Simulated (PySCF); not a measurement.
## Orbital energies, ionisation energy and electron affinity

Compound: nitrosyl bromide, BrNO.
Geometry (PBE0-D3(BJ)/def2-SVP, Å), atoms numbered from 1 in this order:
```
atom  x, y, z in Å
O1    -1.1863   -0.3078   -0.1526
N2    -0.4091    0.4887    0.0387
Br3    1.6038   -0.2133    0.0954
```

Level: wB97X-D/def2-SVPD (PySCF). Frontier orbitals with their largest atomic shares (Löwdin; up to four atoms above 4 %):

```
orbital  ε (eV)                  main atoms
 HOMO−3  -17.44  N2 53 %, O1 36 %, Br3 12 %
 HOMO−2  -10.39    Br3 90 %, N2 6 %, O1 4 %
 HOMO−1  -10.30   Br3 82 %, O1 12 %, N2 6 %
   HOMO  -10.06                           ?
   LUMO   -2.04   N2 53 %, O1 40 %, Br3 8 %
 LUMO+1   -1.05  N2 41 %, Br3 40 %, O1 19 %
 LUMO+2    2.71   Br3 65 %, O1 28 %, N2 7 %
```

Task: What vertical ionisation energy does ΔSCF give, and how far is −ε(HOMO) from it?

Result: ΔSCF: 10.74 eV (1037 kJ/mol; threshold wavelength 115 nm); ⟨S²⟩ of the doublet left behind is 0.762, against 0.75 for a pure doublet. −ε(HOMO) is 10.06 eV, 0.68 eV below it. In exact Kohn–Sham theory the two would be equal; wB97X-D (range-separated hybrid) falls short of its own ΔSCF value by 6 %. Holes in the HOMO−1 and HOMO−2 were tried too where these lie within 1.2 eV of the HOMO; the lowest converged state counts.

Task: On which atoms does the HOMO lie?

Result: Br3 (bromine bonded to N) 60 %, N2 (nitrogen bonded to Br and O) 24 %, O1 (oxygen bonded to N) 16 %, so more than half of it is on one atom. The HOMO−1 lies 0.24 eV lower.

Task: And the vertical electron affinity, the fundamental gap, Mulliken's electronegativity and the hardness (with the factor ½)?

Result: EA = 1.70 eV by ΔSCF (−ε(LUMO) = 2.04 eV). IE − EA = 9.04 eV against an orbital gap of 8.02 eV; (IE + EA)/2 = 6.22 eV; (IE − EA)/2 = 4.52 eV.

Task: With α = 42.0 au, estimate the like-pair dispersion coefficient by London's formula C6 = (3/4)α²I.

Result: I = 0.3948 Eh, so C6 ≈ 523 au, a rough estimate.

Task: How many of the 10 lowest singlet excitations (vertical TDDFT, same level) lie below the ionisation energy?

Result: All 10; they run from 2.29 to 9.02 eV.

Task: What kinetic energy would electrons from this vertical process carry with He II light (40.814 eV)?

Result: 40.81 − 10.74 = 30.07 eV.

Task: The lowest singlet excitation (vertical TDDFT, same level) lies at 2.29 eV. How far is it below IE − EA?

Result: IE − EA = 9.04 eV, so by 6.75 eV.

Geometry: PBE0-D3(BJ)/def2-SVP; no solvent, vibrations or thermal averaging. The calculation is non-relativistic, for bromine too.

Note: wB97X-D ran without an empirical dispersion term, which enters the total energy and its gradient alone.
